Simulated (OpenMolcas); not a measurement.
# Sn: input and output

Input:

```
&GATEWAY
Coord
1

Sn 0.0 0.0 0.0
Basis=ANO-R3
Group=XYZ
NoMove
AngMom=0.0 0.0 0.0
AMFI
&SEWARD
* reference wave functions (RASSCF and RASSI steps not shown): 2 electrons in 3 orbitals (5p)
>>> COPY JOB001 $Project.JobIph
&CASPT2
XMultistate=3 1 2 3
Frozen=14 9
IPEA=0.75
Imaginary=0.4
MaxIter=60
WThr=0.0 0.3 0.05
PrWF=0.5
NoMix
>>> COPY JOB002 $Project.JobIph
&CASPT2
XMultistate=6 1 2 3 4 5 6
Frozen=14 9
IPEA=0.75
Imaginary=0.4
MaxIter=60
WThr=0.0 0.3 0.05
PrWF=0.5
NoMix
```

Launched by
```bash
OMP_NUM_THREADS=1 MOLCAS_MEM=2252 MOLCAS_PROJECT=a pymolcas a.inp > a.log  # once for each step of the input, in one work folder
```

Output, cut to the results:

```
--- CASPT2 ---
Orbital specifications:
      -----------------------

      Symmetry species                           1   2
                                                ag  au
      Frozen orbitals                           14   9
      Inactive orbitals                          1   0
      Active orbitals                            0   3
      Secondary orbitals                        36  41
      Deleted orbitals                           0   0
      Number of basis functions                 51  53
Type of calculation                        XMS-CASPT2
      Fock operator                              state-average
      IPEA shift                                 0.75
      Real shift                                 0.00
      Imaginary shift                            0.40
      The input orbitals will be transformed to quasi-canonical
      The input states will be rotated to diagonalize the Fock operator
Reference energy:       -6173.8226671084
      E2 (Non-variational):      -0.0397835699
      Shift correction:          -0.0023827186
      E2 (Variational):          -0.0421662885
      Total energy:           -6173.8648333969
      Residual norm:              0.0000001682
      Reference weight:           0.97905
      Contributions to the CASPT2 correlation energy
      Active & Virtual Only:         -0.0037399071
      One Inactive Excited:          -0.0228800850
      Two Inactive Excited:          -0.0131635778
Reference energy:       -6173.8226671084
      E2 (Non-variational):      -0.0397818463
      Shift correction:          -0.0023796335
      E2 (Variational):          -0.0421614798
      Total energy:           -6173.8648285883
      Residual norm:              0.0000001679
      Reference weight:           0.97906
      Contributions to the CASPT2 correlation energy
      Active & Virtual Only:         -0.0037399081
      One Inactive Excited:          -0.0228838401
      Two Inactive Excited:          -0.0131580981
::    XMS-CASPT2 Root  1     Total energy:  -6173.86518788
::    XMS-CASPT2 Root  2     Total energy:  -6173.86483354
::    XMS-CASPT2 Root  3     Total energy:  -6173.86482786
--- CASPT2 ---
Orbital specifications:
      -----------------------

      Symmetry species                           1   2
                                                ag  au
      Frozen orbitals                           14   9
      Inactive orbitals                          1   0
      Active orbitals                            0   3
      Secondary orbitals                        36  41
      Deleted orbitals                           0   0
      Number of basis functions                 51  53
Type of calculation                        XMS-CASPT2
      Fock operator                              state-average
      IPEA shift                                 0.75
      Real shift                                 0.00
      Imaginary shift                            0.40
      The input orbitals will be transformed to quasi-canonical
      The input states will be rotated to diagonalize the Fock operator
Reference energy:       -6173.7873025306
      E2 (Non-variational):      -0.0488398419
      Shift correction:          -0.0036472749
      E2 (Variational):          -0.0524871169
      Total energy:           -6173.8397896475
      Residual norm:              0.0000002178
      Reference weight:           0.97175
      Contributions to the CASPT2 correlation energy
      Active & Virtual Only:         -0.0101522503
      One Inactive Excited:          -0.0255600944
      Two Inactive Excited:          -0.0131274972
Reference energy:       -6173.7873025306
      E2 (Non-variational):      -0.0488344808
      Shift correction:          -0.0036457310
      E2 (Variational):          -0.0524802118
      Total energy:           -6173.8397827424
      Residual norm:              0.0000002182
      Reference weight:           0.97176
      Contributions to the CASPT2 correlation energy
      Active & Virtual Only:         -0.0101524209
      One Inactive Excited:          -0.0255496970
      Two Inactive Excited:          -0.0131323628
::    XMS-CASPT2 Root  1     Total energy:  -6173.84490220
::    XMS-CASPT2 Root  2     Total energy:  -6173.84428194
::    XMS-CASPT2 Root  3     Total energy:  -6173.84086901
::    XMS-CASPT2 Root  4     Total energy:  -6173.83978636
::    XMS-CASPT2 Root  5     Total energy:  -6173.83978017
::    XMS-CASPT2 Root  6     Total energy:  -6173.80205039
```

In XMS-CASPT2 the single-state energies belong to rotated reference states; over a whole degenerate manifold the rotation is arbitrary, and only the multistate roots count.

Levels above the lowest, from the spin-orbit matrix with the multistate effective Hamiltonian, averaged by term, added to it:

```
Configuration  Term  J  E (cm-1)  Measured (cm-1)      g  Term weight %
      5s2 5p2    3P  0       0.0              0.0                    97
      5s2 5p2    3P  1      1471             1692  1.501            100
      5s2 5p2    3P  2      3020             3428  1.457             91
      5s2 5p2    1D  2      7950             8613  1.044             91
      5s2 5p2    1S  0     16740            17162                    97
```

Against the 4 measured excited levels shown (NIST Handbook of Basic Atomic Spectroscopic Data) the mean absolute deviation is 430 cm-1; the largest miss in energy is 5s2 5p2 1D2: computed 7950, measured 8613 cm-1 (-7.7 %), and the largest in proportion 5s2 5p2 3P1 (-13.0 %).

Term energies are means over components that CASPT2 splits; among the terms shown or strongly mixed into the levels shown the widest spread is 1100 cm-1 (5s2 5p2 1D). Terms from blocks run as CI alone lack orbitals of their own. With the s shell closed, the reference lacks s² → p² mixing. Measured partners are found by configuration, term and J. A level has none where our copy of the source lacks it or the pairing is in doubt (some pairs that miss far off the trend of their configuration count as doubtful), and it then counts in no deviation. Levels of configurations outside the active space are missing.

The CASPT2 steps took 1.4 s on 1 thread of AMD EPYC 7R13 Processor (Zen 3), on a shared host; the integral step is not counted.

The term weight is that of the spin-free term in the level, not the purity of its configuration.
